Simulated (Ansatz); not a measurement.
Ansatz (an electronic-structure program) input (B3LYP-D3(BJ)/def2-TZVP):

Ansatz 0.2 input:
```yaml
crystal:
  periodic: [false, false, false]
  atoms:
    - {symbol: C, position_ang: [-1.69944769, 0.30712379, -0.37392513]}
    - {symbol: C, position_ang: [-0.22599289, 0.22554068, -0.20851067]}
    - {symbol: C, position_ang: [0.49781895, -0.59891050, 0.59244047]}
    - {symbol: C, position_ang: [1.91038068, -0.40313808, 0.49550288]}
    - {symbol: C, position_ang: [2.17766364, 0.56967629, -0.38428492]}
    - {symbol: S, position_ang: [0.82392491, 1.28652207, -1.12303108]}
    - {symbol: H, position_ang: [-2.05978713, 1.31027075, -0.14723867]}
    - {symbol: H, position_ang: [-2.18352473, -0.39972021, 0.29686119]}
    - {symbol: H, position_ang: [-1.98791237, 0.07179419, -1.39848910]}
    - {symbol: H, position_ang: [0.06213306, -1.33573123, 1.24494051]}
    - {symbol: H, position_ang: [2.63339925, -0.96488866, 1.05517431]}
basis:
  gaussian:
    orbitals: def2-TZVP
hamiltonian:
  xc: b3lyp
  dispersion: d3bj
magnetization: {spin_polarized: true, initial_magnetization: 1}
relax: {f_tol: 0.002, max_steps: 150}
```

Output:

```
Functional definition: B3LYP
integrals: 0.16 GiB planned
1391 factors; their error is unknown
mean field: 1.90 GiB planned
mean field evaluation 1: about -16085.7521 eV, gradient 5.7e1 eV
mean field evaluation 2: about -16047.2788 eV, gradient 1.0e2 eV
mean field evaluation 4: about -16101.1087 eV, gradient 1.2e1 eV
mean field evaluation 8: about -16101.8544 eV, gradient 1.6e-1 eV
mean field evaluation 16: about -16101.8632 eV, gradient 3.8e-3 eV
mean field -16101.86324393 eV, -591.7325599797 hartree, gradient 6.6e-5 eV, S^2 0.759652; 2 other end points of the search recorded, 0 dependent functions left out
the calculation of the forces begins
reference -16101.86351206 eV, -591.7325698331 hartree; 26, 25 occupied and 196, 197 virtual orbitals, 1391 factors
relax step   1: F+E_penalty+E_count = -16102.39288976 eV  Δ(F+E_penalty+E_count) = +0.000e0 eV  max|allowed force component| = 3.071e-1 eV/Å  Δτ_max = 0.0000 Å  (62 SCF iters, accepted)
these checks for a lower state are left out or cut short: starts, cluster_reference, orbital_swaps, neighbouring_geometries, increment
integrals: 0.16 GiB planned
1391 factors; their error is unknown
mean field: 1.90 GiB planned
mean field evaluation 32: about -16101.8771 eV, gradient 3.7e-1 eV
mean field -16101.87748071 eV, -591.7330831714 hartree, gradient 1.6e-5 eV, S^2 0.759789; 0 other end points of the search recorded, 0 dependent functions left out
the calculation of the forces begins
reference -16101.87774943 eV, -591.7330930468 hartree; 26, 25 occupied and 196, 197 virtual orbitals, 1391 factors
relax step   2: F+E_penalty+E_count = -16102.40553925 eV  Δ(F+E_penalty+E_count) = -1.265e-2 eV  max|allowed force component| = 1.036e-1 eV/Å  Δτ_max = 0.0250 Å  (44 SCF iters, accepted)
these checks for a lower state are left out or cut short: starts, cluster_reference, orbital_swaps, neighbouring_geometries, increment
integrals: 0.16 GiB planned
1391 factors; their error is unknown
mean field: 1.90 GiB planned
mean field -16101.87889311 eV, -591.7331350764 hartree, gradient 1.8e-5 eV, S^2 0.759897; 0 other end points of the search recorded, 0 dependent functions left out
the calculation of the forces begins
reference -16101.87916205 eV, -591.7331449597 hartree; 26, 25 occupied and 196, 197 virtual orbitals, 1391 factors
relax step   3: F+E_penalty+E_count = -16102.40665054 eV  Δ(F+E_penalty+E_count) = -1.111e-3 eV  max|allowed force component| = 2.624e-2 eV/Å  Δτ_max = 0.0083 Å  (41 SCF iters, accepted)
these checks for a lower state are left out or cut short: starts, cluster_reference, orbital_swaps, neighbouring_geometries, increment
integrals: 0.16 GiB planned
1391 factors; their error is unknown
mean field: 1.90 GiB planned
mean field -16101.87896099 eV, -591.7331375707 hartree, gradient 2.0e-5 eV, S^2 0.759904; 0 other end points of the search recorded, 0 dependent functions left out
the calculation of the forces begins
reference -16101.87922992 eV, -591.7331474538 hartree; 26, 25 occupied and 196, 197 virtual orbitals, 1391 factors
relax step   4: F+E_penalty+E_count = -16102.40671202 eV  Δ(F+E_penalty+E_count) = -6.147e-5 eV  max|allowed force component| = 1.535e-2 eV/Å  Δτ_max = 0.0054 Å  (43 SCF iters, accepted)
these checks for a lower state are left out or cut short: starts, cluster_reference, orbital_swaps, neighbouring_geometries, increment
integrals: 0.16 GiB planned
1391 factors; their error is unknown
mean field: 1.90 GiB planned
mean field -16101.87893304 eV, -591.7331365437 hartree, gradient 1.7e-5 eV, S^2 0.759901; 0 other end points of the search recorded, 0 dependent functions left out
the calculation of the forces begins
reference -16101.87920195 eV, -591.7331464261 hartree; 26, 25 occupied and 196, 197 virtual orbitals, 1391 factors
relax step   5: F+E_penalty+E_count = -16102.40674607 eV  Δ(F+E_penalty+E_count) = -3.405e-5 eV  max|allowed force component| = 2.818e-2 eV/Å  Δτ_max = 0.0078 Å  (45 SCF iters, accepted)
these checks for a lower state are left out or cut short: starts, cluster_reference, orbital_swaps, neighbouring_geometries, increment
integrals: 0.16 GiB planned
1391 factors; their error is unknown
mean field: 1.90 GiB planned
mean field evaluation 64: about -16101.8790 eV, gradient 2.0e-5 eV
mean field -16101.87897616 eV, -591.7331381282 hartree, gradient 2.0e-5 eV, S^2 0.759905; 0 other end points of the search recorded, 0 dependent functions left out
the calculation of the forces begins
reference -16101.87924509 eV, -591.7331480112 hartree; 26, 25 occupied and 196, 197 virtual orbitals, 1391 factors
relax step   6: F+E_penalty+E_count = -16102.40677345 eV  Δ(F+E_penalty+E_count) = -2.738e-5 eV  max|allowed force component| = 2.711e-2 eV/Å  Δτ_max = 0.0063 Å  (45 SCF iters, accepted)
these checks for a lower state are left out or cut short: starts, cluster_reference, orbital_swaps, neighbouring_geometries, increment
integrals: 0.16 GiB planned
1391 factors; their error is unknown
mean field: 1.90 GiB planned
mean field -16101.87901207 eV, -591.7331394479 hartree, gradient 1.9e-5 eV, S^2 0.759902; 0 other end points of the search recorded, 0 dependent functions left out
the calculation of the forces begins
reference -16101.87928099 eV, -591.7331493307 hartree; 26, 25 occupied and 196, 197 virtual orbitals, 1391 factors
relax step   7: F+E_penalty+E_count = -16102.40679607 eV  Δ(F+E_penalty+E_count) = -2.262e-5 eV  max|allowed force component| = 3.864e-3 eV/Å  Δτ_max = 0.0038 Å  (44 SCF iters, accepted)
these checks for a lower state are left out or cut short: starts, cluster_reference, orbital_swaps, neighbouring_geometries, increment
integrals: 0.16 GiB planned
1391 factors; their error is unknown
mean field: 1.90 GiB planned
mean field -16101.87900431 eV, -591.7331391628 hartree, gradient 2.3e-5 eV, S^2 0.759903; 0 other end points of the search recorded, 0 dependent functions left out
the calculation of the forces begins
reference -16101.87927323 eV, -591.7331490456 hartree; 26, 25 occupied and 196, 197 virtual orbitals, 1391 factors
relax step   8: F+E_penalty+E_count = -16102.40679920 eV  Δ(F+E_penalty+E_count) = -3.129e-6 eV  max|allowed force component| = 8.607e-4 eV/Å  Δτ_max = 0.0023 Å  (42 SCF iters, accepted)
these checks for a lower state are left out or cut short: starts, cluster_reference, orbital_swaps, neighbouring_geometries, increment
integrals: 0.16 GiB planned
1391 factors; their error is unknown
mean field: 1.90 GiB planned
mean field -16101.87900711 eV, -591.7331392658 hartree, gradient 1.8e-5 eV, S^2 0.759902; 0 other end points of the search recorded, 0 dependent functions left out
the calculation of the forces begins
reference -16101.87927604 eV, -591.7331491486 hartree; 26, 25 occupied and 196, 197 virtual orbitals, 1391 factors
relax step   9: F+E_penalty+E_count = -16102.40680112 eV  Δ(F+E_penalty+E_count) = -1.914e-6 eV  max|allowed force component| = 1.007e-3 eV/Å  Δτ_max = 0.0035 Å  (44 SCF iters, accepted)
integrals: 0.16 GiB planned
1391 factors; their error is unknown
mean field: 1.90 GiB planned
mean field evaluation 96: about -16101.1645 eV, gradient 1.2e1 eV
mean field -16101.87900711 eV, -591.7331392658 hartree, gradient 1.8e-5 eV, S^2 0.759902; 3 other end points of the search recorded, 0 dependent functions left out
the calculation of the forces begins
reference -16101.87927604 eV, -591.7331491486 hartree; 26, 25 occupied and 196, 197 virtual orbitals, 1391 factors
Total energy: -16102.40707004 eV, -591.7525452205 hartree
Atom 0 at    -1.705357     0.310600    -0.378833 Å, force     0.000565    -0.000092     0.000171 eV/Å
Atom 1 at    -0.222777     0.231098    -0.218548 Å, force    -0.000772    -0.000716     0.000428 eV/Å
Atom 2 at     0.503220    -0.591020     0.593145 Å, force     0.001007     0.000444     0.000120 eV/Å
Atom 3 at     1.925978    -0.407533     0.503476 Å, force    -0.000182     0.000017    -0.000115 eV/Å
Atom 4 at     2.197577     0.563784    -0.390409 Å, force    -0.000475    -0.000287     0.000267 eV/Å
Atom 5 at     0.841880     1.276386    -1.135863 Å, force     0.000836     0.000297    -0.000325 eV/Å
Atom 6 at    -2.091605     1.298471    -0.118246 Å, force    -0.000346     0.000352     0.000024 eV/Å
Atom 7 at    -2.179736    -0.419007     0.278758 Å, force     0.000038    -0.000255     0.000168 eV/Å
Atom 8 at    -2.017400     0.092639    -1.402611 Å, force    -0.000302     0.000075    -0.000385 eV/Å
Atom 9 at     0.042875    -1.318982     1.248290 Å, force     0.000100     0.000075    -0.000232 eV/Å
Atom 10 at     2.654001    -0.967897     1.070281 Å, force    -0.000471     0.000091    -0.000122 eV/Å
Dipole moment:    -0.282987    -0.130735     0.106081 e Å
```

It need not be the lowest isomer of its formula.
